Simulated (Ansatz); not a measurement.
Consider the isomerisation: `CB1CN1[SiH3]` → `C=C[SiH2]BN`.

Program: Ansatz. Geometries: PBE0-D4/def2-TZVP. ΔE: electronic, gas phase. CBS: MP2 limit from def2 TZ/QZ plus the TZ coupled-cluster correction, frozen cores. DFT in def2-TZVPP. One conformer a species, not always the lowest.

```csv
level,ΔE (kcal/mol)
r2SCAN-D4,3.3
r2SCAN,3.3
HF/def2-QZVPP,1.5
MP2/CBS(def2),4.5
```

What does CCSD(T)/CBS give? (Best estimate.)

Computed: +0.5 kcal/mol. The listed levels differ from it by 2.8, 2.8, 1.0, 4.0 kcal/mol.

Largest T1 diagnostic among the species: 0.013.

From PBE to PBE0 (25 % exact exchange), in def2-TZVPP and without D4, ΔE moves by +1.8 kcal/mol.
